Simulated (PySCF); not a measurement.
How methods differ on the interval between two levels of N⁺

N⁺ [He] 2s2 2p2 [3P2, M_J = 2] → N⁺ [He] 2s2 2p1 3s1 [3P2, M_J = 2], as a difference of total energies. Calculation: PySCF 2.14, in x2c-TZVPall-2c with one added diffuse shell each of s, p, d type (6s4p3d1f, 40 functions); the two-component X2C-1e Hamiltonian. Correlated levels: 1s2 frozen. "Screened" scales the spin-orbit matrix elements by Boettger's factors to mimic the two-electron term; Breit and QED terms are absent.

```tsv
method	interval between two levels (cm⁻¹)
GHF (spin-free)	148030
GMP2 (spin-free)	149310
GHF (screened spin-orbit)	148050
GMP2 (screened spin-orbit)	149320
```

Errors of the correlated levels include the incompleteness of this basis and the frozen core.

The labels give the starting determinants; with spin-orbit coupling the two ends relaxed to ⟨J²⟩ = 6.01, ⟨L²⟩ = 2.00, ⟨S²⟩ = 2.00 and ⟨J²⟩ = 6.01, ⟨L²⟩ = 2.00, ⟨S²⟩ = 2.00.

For comparison: 148950 cm⁻¹ (measured; NIST Handbook of Basic Atomic Spectroscopic Data (Sansonetti and Martin, J. Phys. Chem. Ref. Data 34, 1559 (2005))).
